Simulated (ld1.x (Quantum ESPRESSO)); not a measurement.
# Plane-wave convergence, PAW potential for tellurium (Te)

* Element: Te
* Generator: ld1.x (Quantum ESPRESSO) 7.5
* Type: PAW
* Functional: PBE
* Relativity: scalar-relativistic
* Frozen core: [Kr]
* Valence charge: 16
* Reference configuration: 4d10 5s2 5p4
* Partial waves: 5s (bound): rcut 1.60, rcutus 2.20 bohr; 5s channel at -0.45 Ry: rcut 1.60, rcutus 2.20 bohr; 5p (bound): rcut 1.85, rcutus 2.00 bohr; 5p channel at 3.2 Ry: rcut 1.85, rcutus 2.00 bohr; 4d (bound): rcut 0.90, rcutus 1.10 bohr; 4d channel at -1.95 Ry: rcut 0.90, rcutus 1.10 bohr
* Local potential: all-electron potential smoothed inside 2.00 bohr (lloc = -2)
* Core correction: Bessel-smoothed model core inside 0.65 bohr
* Augmentation charge: PSQ, inside the norm-conserving radii

The pseudo-atom Hamiltonian at the reference potential is diagonalised in spherical Bessel functions j_l(qr) that vanish at 20 bohr, with q² up to the cutoff. All-electron valence levels (Ry): 5s -1.1104, 5p -0.4375, 4d -3.0615.

Task: How do the lowest levels (Ry) of each channel move with the cutoff, and are there ghosts?

Result:

```json
{"cutoff (Ry)": "8", "s #1": "-1.1102", "s #2": "-0.0370", "p #1": "-0.4366", "d #1": "-0.1042", "d #2": "0.0700", "f #1": "0.1128", "f #2": "0.2358", "Σ f·Δε (mRy)": "29578.6"}
{"cutoff (Ry)": "21", "s #1": "-1.1104", "s #2": "-0.0371", "p #1": "-0.4375", "d #1": "-1.0886", "d #2": "0.0612", "f #1": "0.1128", "f #2": "0.2357", "Σ f·Δε (mRy)": "19730.0"}
{"cutoff (Ry)": "45", "s #1": "-1.1105", "s #2": "-0.0371", "p #1": "-0.4376", "d #1": "-2.6288", "d #2": "0.0573", "f #1": "0.1128", "f #2": "0.2357", "Σ f·Δε (mRy)": "4328.3"}
{"cutoff (Ry)": "90", "s #1": "-1.1105", "s #2": "-0.0371", "p #1": "-0.4376", "d #1": "-3.0598", "d #2": "0.0563", "f #1": "0.1128", "f #2": "0.2357", "Σ f·Δε (mRy)": "17.5"}
{"cutoff (Ry)": "160", "s #1": "-1.1105", "s #2": "-0.0371", "p #1": "-0.4376", "d #1": "-3.0614", "d #2": "0.0563", "f #1": "0.1128", "f #2": "0.2357", "Σ f·Δε (mRy)": "1.6"}
{"cutoff (Ry)": "300", "s #1": "-1.1105", "s #2": "-0.0371", "p #1": "-0.4376", "d #1": "-3.0616", "d #2": "0.0563", "f #1": "0.1128", "f #2": "0.2357", "Σ f·Δε (mRy)": "0.2"}
{"cutoff (Ry)": "400", "s #1": "-1.1105", "s #2": "-0.0371", "p #1": "-0.4376", "d #1": "-3.0616", "d #2": "0.0563", "f #1": "0.1128", "f #2": "0.2357", "Σ f·Δε (mRy)": "0.0"}
```

Result: no extra level below or beside the all-electron valence levels (s, p, d, f tested); 10 mRy is reached at 140 Ry and 1 mRy at 230 Ry.
